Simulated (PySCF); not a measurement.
H₃O₃Si, SMILES O[Si](O)O, multiplicity 2. The structure is a stationary point at r2SCAN-D4/def2-SVP. The isomer is the one that the SMILES or the coordinates give; other isomers of the formula were not compared. One conformer was computed; it need not be the lowest.

Computed equilibrium geometry at r2SCAN-D4/def2-SVP (PySCF confirms it by a frequency run) as bond lengths and angles, and its point group (one conformer of several):
point group C3.
Atoms: O1 Si2 O3 O4 H5 H6 H7. Bonds (Å): O1–Si2 1.663, O1–H5 0.965, Si2–O3 1.663, Si2–O4 1.663, O3–H6 0.965, O4–H7 0.965. Bond angles (°): Si2–O1–H5 115.6, O1–Si2–O3 107.9, O1–Si2–O4 107.9, O3–Si2–O4 107.9, Si2–O3–H6 115.6, Si2–O4–H7 115.6.
Charge 0, spin multiplicity 2.
